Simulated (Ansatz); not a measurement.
CH3F2GaS, SMILES `C[S][Ga]([F])[F]`. The species carries charge 0 and has multiplicity 1. Geometry: relaxed with PBE0-D4/def2-TZVP. It is one conformer, not always the lowest.

```xyz
8

C     0.928    0.394   -0.964
S    -0.541    1.203   -0.245
Ga   -1.179   -0.331    1.133
F    -0.316   -1.841    1.270
F    -2.560   -0.196    2.180
H     0.673   -0.557   -1.426
H     1.291    1.078   -1.730
H     1.704    0.249   -0.217
```

Question: What is the dipole moment at PBE/def2-TZVPP? (Best estimate.)

Answer: Ansatz gave: 3.10 D, with components (2.00, 0.99, -2.15) D in this frame, pointing from negative to positive charge.

Question: And with r2SCAN, B3LYP, ωB97M-V? (An estimate is asked.)

Answer: The calculation gave: r2SCAN 3.15 D, B3LYP 3.19 D, ωB97M-V 3.07 D.

Question: Give the Mulliken charges with PBE, r2SCAN, B3LYP in def2-TZVPP. (Best estimate.)

Answer: The calculation gave: 
```
atom    PBE  r2SCAN  B3LYP
  C1  -0.26   -0.15  -0.27
  S2  -0.15   -0.17  -0.15
 Ga3   0.65    0.76   0.76
  F4  -0.33   -0.37  -0.38
  F5  -0.31   -0.36  -0.36
  H6   0.14    0.10   0.14
  H7   0.13    0.09   0.13
  H8   0.14    0.10   0.14
```

B3LYP here is the variant with VWN-RPA as its local correlation; programs differ in this.
